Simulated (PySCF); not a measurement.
Compound: C₄H₁₀OSi.
Z-matrix (Å and degrees, GFN2-xTB geometry), rows numbered from 1:
```
C 
C   1  1.5287
C   2  1.4961  1  111.35
C   3  1.3272  2  125.40  1   123.01
Si  4  1.8808  3  125.36  2   179.87
O   5  1.6287  4  112.08  3     6.80
H   1  1.0878  2  110.56  3  -179.75
H   1  1.0881  2  110.28  3   -59.76
H   1  1.0882  2  110.58  3    60.15
H   2  1.0921  1  109.86  3   121.80
H   2  1.0947  1  108.87  3  -120.11
H   3  1.0842  2  114.65  1   -56.65
H   4  1.0839  3  117.53  2     0.62
H   5  1.4571  4  112.62  3  -106.42
H   5  1.4688  4  108.03  3   128.35
H   6  0.9529  5  121.38  4    54.88
```

Computed, not measured: TDDFT PBE0/def2-SVPD, vertical, gas phase, core orbitals frozen in the response (PySCF).

```tsv
state	E (eV)	λ (nm)	ν̃ (cm⁻¹)	f	|μ| (D)	main configurations (H = HOMO, L = LUMO)
S1	6.49	191.1	52320	0.075	1.74	H→L+1 (36%), H→L (31%), H-1→L (30%)
S2	6.55	189.3	52830	0.0017	0.26	H-1→L (60%), H→L+1 (34%)
S3	6.92	179.3	55780	0.458	4.18	H→L (60%), H→L+1 (28%)
S4	7.18	172.7	57910	0.0042	0.39	H-1→L+1 (91%)
S5	7.38	168.0	59530	0.0082	0.54	H→L+2 (88%)
S6	7.58	163.6	61110	0.0091	0.56	H-2→L (76%), H-2→L+1 (12%)
```

Triplets (Tamm–Dancoff): T1 4.27 eV, H→L (87%); T2 6.00 eV, H-1→L (90%).

The lowest singlet lies at 6.49 eV (191 nm, vacuum ultraviolet) and is of moderate strength; its leading configuration is HOMO→LUMO+1 (36%). The strongest level in the table is S3 at 6.92 eV (179 nm, f = 0.458). Löwdin shares by element: HOMO carbon 72% or more, silicon 8% (atoms not listed hold the other 20%); LUMO carbon 62% or more, silicon 13% (atoms not listed hold the other 25%). Orbital energies (eV): HOMO-3 -9.78, HOMO-2 -9.01, HOMO-1 -8.33, HOMO -7.56, LUMO -0.25, LUMO+1 0.18, LUMO+2 0.94. The listed states span 1.09 eV, and the widest gap between neighbours is 0.36 eV (S2 to S3). Weighted by f, the mean energy of these states is 6.88 eV. No computed singlet lies in the visible range (380 to 750 nm); the lowest, at 191 nm, stands 3.22 eV above its violet end (3.26 eV). The window holds the lowest 6 singlets.

One conformer stands for the species.
